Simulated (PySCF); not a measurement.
# Deuteron quadrupole couplings in `OC[C@@H]1C=CCC[C@@H]1F`

Species: C7H11FO.
Z-matrix (Å and degrees, GFN2-xTB geometry), rows numbered from 1:
```
O 
C   1  1.4101
C   2  1.5349  1  108.32
C   3  1.5015  2  110.30  1   -69.37
C   4  1.3213  3  123.95  2  -136.31
C   5  1.4967  4  123.49  3    -0.02
C   6  1.5275  5  111.38  4   -17.93
C   7  1.5241  6  110.15  5    47.54
F   8  1.3866  3  109.79  2    45.48
H   1  0.9620  2  108.96  3   175.99
H   2  1.0977  1  111.04  3  -120.09
H   2  1.1006  1  110.46  3   119.61
H   3  1.0968  2  106.78  1    48.69
H   4  1.0795  3  114.57  2    43.52
H   5  1.0808  4  120.36  3   178.59
H   6  1.0922  5  110.02  4  -140.14
H   6  1.0947  5  108.64  4   102.55
H   7  1.0909  6  110.18  5   -71.56
H   7  1.0915  6  110.17  5   168.55
H   8  1.0986  3  110.54  2   -69.96
```

Level: PBE0/pcSseg-1 (PySCF, non-relativistic); Q(2H) = 0.00286 b; rigid geometry, the same for H and D, with no vibrational averaging.

Question: Rank these positions by the coupling χzz of a deuteron there, largest first.
A. H16 (methylene hydrogen)
B. H10 (hydroxyl hydrogen)
C. H20 (methine hydrogen)
D. H15 (vinylic hydrogen)
E. H13 (methine hydrogen)
F. H17 (methylene hydrogen)

Answer: B (318 kHz), D (221 kHz), A (205 kHz), F (201 kHz), E (196 kHz), C (190 kHz).

Q: Tabulate Vzz, the asymmetry η and χzz = 234.96 MHz × Q × Vzz for every hydrogen position.

A: 
```csv
atom,bonded to,bond length (Å),Vzz (au),η,χzz (kHz)
H10,O1,0.962,0.4739,0.14,318
H11,C2,1.098,0.2841,0.05,191
H12,C2,1.101,0.2828,0.06,190
H13,C3,1.097,0.2923,0.01,196
H14,C4,1.079,0.3273,0.05,220
H15,C5,1.081,0.3284,0.06,221
H16,C6,1.092,0.3046,0.03,205
H17,C6,1.095,0.2985,0.03,201
H18,C7,1.091,0.3046,0.03,205
H19,C7,1.091,0.3042,0.02,204
H20,C8,1.099,0.2822,0.06,190
```

Q: Average by the element that carries the hydrogen.

A: on O: 318 kHz over 1 position, mean bond length 0.962 Å; on C: 202 kHz over 10 positions, mean bond length 1.092 Å.

Q: How does χzz go with the bond length over the 10 C–H bonds?

A: A straight-line fit has a slope of -15.5 kHz for each 0.01 Å, with a correlation coefficient of -0.99, over lengths from 1.079 to 1.101 Å. The longer bonds have the smaller couplings here.

Geometry: GFN2-xTB, one conformer, isolated molecule. GFN2-xTB bond lengths can be off by several hundredths of an ångström, more for odd bonds, and the gradients follow them. The basis is small and wasn't made for field gradients, so the couplings can be 20 % off.

These values come from a run that also computed NMR shieldings. Hardware: one thread of an Arm Neoverse V1, shared host with 32 logical CPUs at a one-minute load of 17. Cost: 36 s wall, 1.0 GiB resident at most.
